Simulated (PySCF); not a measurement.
# Ionising CoBr

r²SCAN; basis Co def2-TZVPPD, Br def2-TZVPPD; no relativity; PySCF 2.14. Neutral (UKS): triplet (π ↑, δ ↑), Re = 2.218 Å, ωe = 313 cm⁻¹, HOMO -4.88 eV, LUMO -3.58 eV.

CoBr⁺ (UKS): quartet (σ ↑, π ↑, δ ↑), Re = 2.193 Å, ωe = 345 cm⁻¹. The energies at the minima are -3956.93172 hartree for CoBr and -3956.62040 for CoBr⁺.

Work out the adiabatic ionisation energy, without and with harmonic zero-point energies (1 hartree = 27.2114 eV, 1 eV = 8065.5 cm⁻¹), and the change of the bond length.

At r²SCAN: 0.31132 hartree = 8.471 eV between the minima; the zero-point term (345.0 − 313.0)/2 cm⁻¹ = +0.002 eV makes it 8.473 eV. Re changes by -2.5 pm against the neutral. The electron leaves a σ orbital; in so polar a molecule the change of length follows mostly from the change of the ionic charges.

CoBr⁻ (UKS): quartet (σ ↑, π ↑, δ ↑), Re = 2.379 Å, ωe = 217 cm⁻¹. The energies at the minima are -3956.93172 hartree for CoBr and -3956.97679 for CoBr⁻.

Work out the adiabatic electron affinity, without and with harmonic zero-point energies (1 hartree = 27.2114 eV, 1 eV = 8065.5 cm⁻¹), and the change of the bond length.

At r²SCAN: 0.04507 hartree = 1.226 eV between the minima; the zero-point term (313.0 − 217.0)/2 cm⁻¹ = +0.006 eV makes it 1.232 eV. Re changes by +16.1 pm against the neutral. The electron enters a σ orbital; in so polar a molecule the change of length follows mostly from the change of the ionic charges.

De is left out where the level can put another filling of the metal’s s and d shells below the measured ground configuration, by anything from nothing to about 1 eV. Spin–orbit coupling is left out. The highest Kohn–Sham level is positive in this anion. Much of that is self-interaction error, but it also means that the finite basis helps to hold the extra electron. The state is the lowest single determinant that the PBE0 search found; with open d or f shells the true ground state can be another one.
